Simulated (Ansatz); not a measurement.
Reaction (redistribution): `[CH3][GeH2][BH][AlH2]` + `BCO[SiH3]` → `[AlH2][BH]O[SiH3]` + `B[CH2][GeH2][CH3]`

Calculated with Ansatz (gas phase, PBE0-D4/def2-TZVP geometries, no zero-point term in ΔE). CCSD(T)/CBS is the MP2 limit (def2-TZVPP, def2-QZVPP) plus CCSD(T) − MP2 in def2-TZVPP, frozen cores. Functionals use def2-TZVPP. For Ge outer-core shells are correlated without core-valence functions, which leaves a few kJ/mol of doubt a bond. Scalar relativity is left out up to krypton. One conformer a species, not always the lowest.

(1) Is it downhill or uphill in electronic energy at CCSD(T)/CBS, and by how much? (An estimate is asked.)

(2) What do these levels give: PBE-D4, PBE0-D4, ωB97X-V, B2PLYP, PBE, r2SCAN, CCSD/def2-TZVPP, CCSD(T)/def2-TZVPP, MP2/def2-QZVPP, SCS-MP2/def2-QZVPP, HF/CBS(def2), MP2/CBS(def2)? (Best estimate.)

Largest T1 diagnostic among the species: 0.013.

## Answers

(1) Ansatz gave: Downhill: ΔE = -237.2 kJ/mol.

(2) The calculation gave: PBE-D4 -227.0, PBE0-D4 -229.7, ωB97X-V -228.2, B2PLYP -237.0, PBE -225.7, r2SCAN -231.5, CCSD/def2-TZVPP -235.1, CCSD(T)/def2-TZVPP -238.4, MP2/def2-QZVPP -251.1, SCS-MP2/def2-QZVPP -243.6, HF/CBS(def2) -224.1, MP2/CBS(def2) -250.2 kJ/mol.

In def2-TZVPP, CCSD(T) changes the Hartree–Fock value by −15.3 kJ/mol (the triples alone add −3.3 kJ/mol) and MP2 by −28.4 kJ/mol.
